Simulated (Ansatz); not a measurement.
Calculated with Ansatz (gas phase, PBE0-D4/def2-TZVP geometries, no zero-point term in ΔE). CCSD(T)/CBS is the MP2 limit (def2-TZVPP, def2-QZVPP) plus CCSD(T) − MP2 in def2-TZVPP, frozen cores. This one scheme is used for every species. Functionals use def2-TZVPP. HSE06 is defined as in plane-wave codes. Elements past krypton have def2 core potentials. For Br, In outer-core shells are correlated without core-valence functions, which leaves a few kJ/mol of doubt a bond. Scalar relativity is left out up to krypton. One conformer a species, not always the lowest.

`[NH2][In]([Br])[Br]` + NH₃ → `[NH2][In]([NH2])[Br]` + HBr  (ligand exchange at the In–Br bond)

| level | ΔE (kJ/mol) | difference from CCSD(T)/CBS |
| --- | --- | --- |
| PBE0-D4 | 130.8 | 5.8 |
| ωB97X-V | 126.0 | 1.0 |
| PBE-QIDH | 131.1 | 6.1 |
| PBE0 | 130.4 | 5.4 |
| r2SCAN0 | 133.9 | 8.9 |
| HSE06 | 130.7 | 5.7 |
| BHLYP | 135.0 | 10.0 |
| RPA@PBE/def2-TZVPP | 115.2 | -9.8 |
| HF/def2-SVP | 148.2 | 23.2 |
| MP2/def2-SVP | 130.1 | 5.1 |
| CCSD/def2-SVP | 129.5 | 4.5 |
| HF/def2-TZVPP | 146.7 | 21.7 |
| CCSD/def2-TZVPP | 124.1 | -0.9 |
| CCSD(T)/def2-TZVPP | 121.7 | -3.3 |
| HF/CBS(def2) | 145.9 | 20.9 |
| CCSD/CBS(def2) | 127.3 | 2.3 |
| CCSD(T)/CBS | 125.0 | 0 |

Largest T1 diagnostic among the species: 0.012.

From BLYP to BHLYP (50 % exact exchange), in def2-TZVPP and without D4, ΔE moves by +13.0 kJ/mol. In def2-TZVPP, CCSD(T) changes the Hartree–Fock value by −25.0 kJ/mol (the triples alone add −2.3 kJ/mol) and MP2 by −23.1 kJ/mol.
